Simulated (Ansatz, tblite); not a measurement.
Removing and adding an electron: Si(OAc)2H2 (C₄H₈O₄Si). The state is a singlet with charge 0. Geometry: r2SCAN-D4/def2-SVP. Ansatz, gas phase; energy differences of separate SCF runs; the oxidised species was run as a doublet alone; the reduced species was run as a doublet alone.

Cartesian coordinates in Å:
```
Si 0.667 0.455 0.309
O -0.599 -0.394 1.101
C -0.522 -0.336 2.443
C -1.624 -1.078 3.133
O 0.376 0.273 2.988
H -1.516 -0.989 4.220
H -1.599 -2.136 2.832
H -2.597 -0.678 2.810
O 0.168 0.110 -1.298
C 0.974 0.647 -2.233
C 0.543 0.343 -3.634
O 1.945 1.303 -1.913
H 1.224 0.817 -4.349
H -0.487 0.699 -3.789
H 0.529 -0.747 -3.785
H 1.964 -0.191 0.588
H 0.554 1.902 0.577
```

The xTB rows come from tblite. HOMO above LUMO, or a gap near zero within one spin, warns that the state may not be the lowest or that an electron is smeared out.

Question: Estimate orbital energies and vertical ionisation energies and electron affinities at: GFN1-xTB; GFN2-xTB; HF/def2-SVP; HF/def2-TZVP; PBE-D4/def2-SVP; PBE-D4/def2-TZVP; PBE0-D4/def2-SVP; PBE0-D4/def2-TZVP.

Answer: 
| level | −HOMO (eV) | vertical IE (eV) | −LUMO (eV) | vertical EA (eV) | HOMO–LUMO gap (eV) | IE − EA (eV) | remarks |
| --- | --- | --- | --- | --- | --- | --- | --- |
| GFN1-xTB | 12.39 | 15.13 | 7.42 | 4.60 | 4.98 | 10.53 | – |
| GFN2-xTB | 11.76 | 14.35 | 7.00 | 4.27 | 4.76 | 10.08 | – |
| HF/def2-SVP | – | – | – | -2.89 | – | – | HOMO above zero (-1 doublet) |
| HF/def2-TZVP | 12.54 | 9.33 | -3.40 | – | 15.94 | – | – |
| PBE-D4/def2-SVP | 6.48 | – | 1.22 | -1.22 | 5.25 | – | HOMO above zero (-1 doublet) |
| PBE-D4/def2-TZVP | 6.65 | 9.40 | 1.40 | – | 5.25 | – | gap within one spin near zero (+1 doublet) |
| PBE0-D4/def2-SVP | 8.24 | – | 0.14 | -1.52 | 8.10 | – | HOMO above zero (-1 doublet) |
| PBE0-D4/def2-TZVP | 8.32 | 10.07 | 0.26 | – | 8.06 | – | – |

   A HOMO above zero means that the electron is unbound at that level or that self-interaction error raises the level; the energy of removing that electron tells which. Raw xTB energy differences between charge states are shifted by several eV; the methods need an empirical correction for them. Sets without diffuse functions give affinities that are too small. A negative affinity means that the extra electron isn't bound; its size then hangs on the basis.
